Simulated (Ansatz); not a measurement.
# A basis-limit estimate, worked out

An elementary step of BH$_{4}$O$_{2}$F, singlet (BH₂O₂F ([OH][B]([OH])[F]) + H₂ → BH₃O₂ ([OH][BH][OH]) + HF; B–F, H–H broken or loosened, B–H, F–H formed or tightened). “Start” and “end” are the PBE0-D4/def2-TZVP structures reached by relaxing down either side of its saddle point, with the molecules still in contact.

Program: Ansatz 0.2.0. Basis: def2-TZVPP and def2-QZVPP. Cores are frozen in the correlated methods.

Energies in eV:

| quantity | end | start |
| --- | --- | --- |
| Hartree–Fock, triple zeta (X = 3) | -7521.42301 | -7522.76077 |
| Hartree–Fock, quadruple zeta (X = 4) | -7521.79164 | -7523.12784 |
| MP2 correlation, X = 3 | -23.32929 | -23.20145 |
| MP2 correlation, X = 4 | -25.30166 | -25.16173 |
| CCSD(T) correlation, X = 3 | -24.47176 | -24.34128 |

Q: Work out the step energy at the basis limit: extrapolate Hartree–Fock as E(X) = E∞ + A exp(−7.88 √X) and the MP2 correlation as E(X) = E∞ + B X^−2.97 (the exponents that Neese and Valeev fitted for def2-TZVPP and QZVPP), then add CCSD(T) − MP2 in triple zeta.

A: Each step is linear, so take the differences first (end − start): Hartree–Fock 1.33776 (X = 3) and 1.33620 (X = 4); MP2 correlation -0.12784 and -0.13993; CCSD(T) correlation -0.13048.
Two points give E∞ = E(4) + w [E(4) − E(3)], with w = 1/(exp(7.88 (2 − √3)) − 1) = 0.1377 for Hartree–Fock and w = 1/((4/3)^2.97 − 1) = 0.7407 for the correlation.
Hartree–Fock: 1.33620 + 0.1377 × (-0.00156) = 1.3360 eV.
MP2 correlation: -0.13993 + 0.7407 × (-0.01209) = -0.1489 eV.
CCSD(T) − MP2: -0.13048 − (-0.12784) = -0.0026 eV.
Sum: 1.3360 + (-0.1489) + (-0.0026) = 1.1845 eV, or 27.32 kcal/mol. Plain CCSD(T) in triple zeta gives 1.2073 eV, so the larger basis shifts the result by -0.0228 eV.

No T1 diagnostic of these runs exceeds 0.014.

Labels in which every atom is bracketed show which atoms are joined, not bond orders.

For scale, one of the runs: CCSD(T)/def2-TZVPP, 180 basis functions, launched by `ansatz run in.yaml --threads 2 --pin off --events-out ev --progress --plain --max-ram 4352MiB`. Time: 65 s of wall clock on 2 CPU threads of an Arm Neoverse V1; the host was shared. Peak host memory: 1.9 GiB.
